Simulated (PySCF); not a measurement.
SMILES [Te@TB16](C)(C)(C)C, C4H12Te: coupling constants with relativity

Geometry (Å), atoms numbered from 1 in this order:
```xyz
17

C    -0.849   -1.094   -1.223
Te    0.301    0.561   -0.458
C    -1.736    1.407    0.145
C     2.052   -0.903   -0.585
C     0.624    0.402    1.667
H    -1.794   -0.712   -1.629
H    -0.256   -1.610   -1.989
H    -1.050   -1.777   -0.387
H    -2.323    1.611   -0.765
H    -2.304    0.720    0.793
H    -1.579    2.358    0.680
H     2.238   -1.149   -1.643
H     1.861   -1.835   -0.028
H     2.954   -0.420   -0.176
H     0.122    1.239    2.168
H     0.189   -0.550    2.002
H     1.705    0.402    1.859
```

[PySCF 2.14 with density-fitted X2C routines: indirect couplings; PBE0/pcJ-1 (dyall-v2z on Te), no solvent, finite nuclei, PBE0-D3(BJ)/def2-SVP geometry]

Non-relativistic values:
```json
{"coupling": "1J(125Te,13C)", "atoms": "Te2 – C1", "J (Hz)": "-27.7"}
{"coupling": "1J(125Te,13C)", "atoms": "Te2 – C3/C4", "J (Hz)": "234.8"}
{"coupling": "1J(125Te,13C)", "atoms": "Te2 – C5", "J (Hz)": "-29.2"}
{"coupling": "2J(125Te,1H)", "atoms": "Te2 – H6/H7/H8", "J (Hz)": "-19.9"}
{"coupling": "2J(125Te,1H)", "atoms": "Te2 – H9/H10/H11/H12/H13/H14", "J (Hz)": "-38.0"}
{"coupling": "2J(125Te,1H)", "atoms": "Te2 – H15/H16/H17", "J (Hz)": "-19.7"}
```

Question: What do two-component X2C with spin–orbit coupling give?

Answer: 
```json
{"coupling": "1J(125Te,13C)", "atoms": "Te2 – C1", "with spin–orbit (Hz)": "-16.1"}
{"coupling": "1J(125Te,13C)", "atoms": "Te2 – C3/C4", "with spin–orbit (Hz)": "348.2"}
{"coupling": "1J(125Te,13C)", "atoms": "Te2 – C5", "with spin–orbit (Hz)": "-18.6"}
{"coupling": "2J(125Te,1H)", "atoms": "Te2 – H6/H7/H8", "with spin–orbit (Hz)": "-38.8"}
{"coupling": "2J(125Te,1H)", "atoms": "Te2 – H9/H10/H11/H12/H13/H14", "with spin–orbit (Hz)": "-59.8"}
{"coupling": "2J(125Te,1H)", "atoms": "Te2 – H15/H16/H17", "with spin–orbit (Hz)": "-38.4"}
```

The largest listed coupling, 1J(125Te,13C), ends at 1.48 times its non-relativistic value. Equivalent partners are averaged, as under fast rotation. In the static structure 2J(125Te,1H) spreads over -65.1, -73.4, 22.2 Hz. In the static structure 2J(125Te,1H) spreads over -67.9, -44.4, -68.8, -68.3, -43.1, -66.4 Hz.
